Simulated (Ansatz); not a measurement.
**Ligand exchange: GeH2(CH3)(SH) + Cd(CH3)(SH) → GeH2(SH)2 + Cd(CH3)2**

Species: GeH2(CH3)(SH), singlet; Cd(CH3)(SH), singlet; GeH2(SH)2, singlet; Cd(CH3)2 (dimethylcadmium), singlet. The partners trade CH3 for SH: Ge–CH3 and Cd–SH bonds give way to Ge–SH and Cd–CH3.

Shapes, held fixed at every level: PBE0-D4/def2-TZVP. Flexible molecules stand in one conformer, not always the lowest. Programs: Ansatz 0.2.0. Electronic energies: no zero-point or thermal term.

| level | kind | ΔE (kJ/mol) | less CCSD(T)/def2-TZVPP |
| --- | --- | --- | --- |
| SPW92/def2-TZVPP | LDA | +54.3 | -5.7 |
| r2SCAN-D4/def2-TZVPP | meta-GGA | +61.3 | +1.3 |
| B3LYP-D4/def2-TZVPP | global hybrid | +60.1 | +0.1 |
| PBE0-D4/def2-TZVPP | global hybrid | +61.5 | +1.5 |
| wB97X-V/def2-TZVPP | range-separated hybrid | +64.6 | +4.6 |
| CCSD(T)/def2-SVP | coupled cluster or CI | +63.6 | +3.6 |
| CCSD/def2-SVP | coupled cluster or CI | +65.6 | +5.6 |
| CCSD(T)/def2-TZVPP | coupled cluster or CI | +60.0 | 0.0 |

The highest level, CCSD(T)/def2-TZVPP, gives ΔE = +60.0 kJ/mol; the levels span +54.3 to +65.6. The column of differences is taken from that level and isn't an error. No measured value is set beside it here. For atoms past krypton def2 sets carry core potentials with scalar relativity. Relativity is left out for Ge. Outer-core shells of Cd, Ge are correlated in most correlated rows, in sets that cover them unevenly.
